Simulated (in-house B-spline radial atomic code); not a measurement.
Values are calculated unless marked as measured or tabulated.
# Extrapolating the RPA correlation energy in partial waves: Eu⁺

All-electron RPA on PBE orbitals from a B-spline radial code for spherical atoms, scalar-relativistic (spin-free one-electron X2C), finite nucleus, configuration [Xe] 4f7 6s1, highest spin. Without the two-electron picture change, the correlation of inner shells comes somewhat too large for so heavy an element. RPA overbinds a lone outer s electron by self-correlation, and G0W0 tends to as well. With empty states up to angular momentum L the sums are:

```
L  E_c(L) (hartree)
5         -4.773064
6         -4.998626
7         -5.117568
```

For large l each further wave adds A/(l + 1/2)⁴, because the basis must build the cusp where two electrons meet.

(1) Estimate the limit from L = 6 and L = 7.

(2) How good is the estimate?

## Answers

(1) Wave 7 adds -0.118942, against a sum of (l + 1/2)⁻⁴ of 3.16049e-04, so A = -376.34. The sum over l > 7 is ζ(4, 8.5) = 6.4602e-04, close to 1/(3 × 8³) = 6.5104e-04. The tail is -0.243124 and the limit -5.36069 hartree.

(2) A run to L = 11 sums to -5.26221 and extrapolates to -5.31456 hartree, 4.91 millihartree from the run before, so it has not settled and is itself too deep. The estimate differs from that by -46.13 millihartree, while the bare sum at L = 7 misses 197.0 millihartree (3.7 %).
